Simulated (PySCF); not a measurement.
**Worked example: oscillator strength and radiative lifetime**

B(H)(SiH3)2 (BH7Si2), SMILES [SiH3]B[SiH3].

The structure is a stationary point at PBE-D3(BJ)/def2-SVP.

TDA-LC-ωPBE/def2-SVPD in PySCF puts the first singlet state with f over 0.02 at 7.04 eV (vertical), with the transition dipole (0.916, -0.419, 0.000) in atomic units.

Question: Find the oscillator strength, the wavelength and the radiative lifetime that this transition would have in vacuum if emission retraced absorption.

Answer: 
|μ|² = 1.0146 au, so |μ| = 2.56 D. ΔE = 7.04/27.211 = 0.2587 hartree. f = (2/3) ΔE |μ|² = 0.175 (the program prints 0.175).
λ = 1239.84/7.04 = 176 nm; ν = 56781 cm⁻¹.
Einstein's coefficient A = 0.6670 ν² f s⁻¹ (ν in cm⁻¹) = 3.8e8 s⁻¹, so τ = 1/A = 2.7 ns. This state is S4; the lower singlets have f = 0.000, 0.006, 0.011. The figure is the radiative limit of this one transition; relaxation, internal conversion, crossing to triplets and a medium change what is measured.
